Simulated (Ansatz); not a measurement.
Relaxation of ClH5Sn (7 atoms, charge 0, multiplicity 1), to a largest force component of 0.03 eV/Å in at most 50 steps.

Level of theory: RKS B3LYP-D4/def2-mTZVP in Ansatz.

```xyz
7
Properties=species:S:1:pos:R:3:forces:R:3
Sn 0.212 0.000 -0.061 0.23 0.00 0.20
Cl 0.301 0.000 2.338 0.17 0.00 -0.21
H 1.858 0.000 -0.523 -0.02 0.00 -0.03
H -0.610 1.424 -0.518 0.01 0.00 0.01
H -0.610 -1.424 -0.518 0.01 0.00 0.01
H -2.537 0.000 0.997 -0.90 0.00 -1.10
H -2.170 0.000 1.603 0.50 0.00 1.12
```

Q: Where does it end, and by what steps?

A: The run converged. After 5 steps the energy has fallen by 0.129 eV; H6 moved furthest, 0.59 Å.

```csv
step,energy less start (eV),largest force component (eV/Å),accepted
0,0.0000,1.120,yes
1,-0.0944,0.147,yes
2,-0.1156,0.094,yes
3,-0.1259,0.040,yes
4,-0.1275,0.064,yes
5,-0.1289,0.015,yes
```

```xyz
7
Properties=species:S:1:pos:R:3
Sn 0.414 0.000 -0.099
Cl 0.577 0.000 2.270
H 2.025 0.000 -0.667
H -0.434 1.424 -0.509
H -0.434 -1.424 -0.509
H -3.111 0.000 1.150
H -2.593 0.000 1.683
```

The run took 21 s on 1 thread of Arm Neoverse V1 (shared host), peak memory 0.14 GiB.
